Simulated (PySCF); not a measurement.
²⁹Si chemical shifts

Equivalent nuclei averaged, gas phase, one conformer, relativity neglected. NMR shieldings at PBE0/pcSseg-1/GIAO; GFN2-xTB geometry; PySCF 2.14.

Shieldings were converted by a linear fit to measured shifts: ²⁹Si: δ = 279.94 − 0.822σ (rms 8.9 ppm, 72 shifts, 25.8 ppm with the 6 outliers that the fit left out vs TMS, solution or neat liquid). A few per cent of atoms miss by over 2 rms, more outside the fitted compound classes.

Give the ²⁹Si shifts of `C#Cc1csc([SiH2]OC=C)c1`, `C#C[SiH2]N[SiH2]C(F)(F)F`, `[SiH3]C[Si@H](P)[SiH2]C1CC1`, `CC(C)[SiH](C)C`.

## Answers


| compound | environment | δ (ppm) |
| --- | --- | --- |
| C#Cc1csc([SiH2]OC=C)c1 | silicon bonded to C, O, 2 H | -38.3 |
| [CH:1]#[C:2][SiH2:3][NH:4][SiH2:5][C:6]([F:7])([F:8])[F:9] | Si5: silicon bonded to C, N, 2 H | -41.1 |
| [CH:1]#[C:2][SiH2:3][NH:4][SiH2:5][C:6]([F:7])([F:8])[F:9] | Si3: silicon bonded to C, N, 2 H | -56.3 |
| [SiH3:1][CH2:2][Si@H:3]([PH2:4])[SiH2:5][CH:6]1[CH2:7][CH2:8]1 | Si3: silicon bonded to C, P, Si, H | -46.6 |
| [SiH3:1][CH2:2][Si@H:3]([PH2:4])[SiH2:5][CH:6]1[CH2:7][CH2:8]1 | Si5: silicon bonded to C, Si, 2 H | -53.9 |
| [SiH3:1][CH2:2][Si@H:3]([PH2:4])[SiH2:5][CH:6]1[CH2:7][CH2:8]1 | Si1: silicon bonded to C, 3 H | -67.2 |
| CC(C)[SiH](C)C | silicon bonded to 3 C, H | -14.9 |
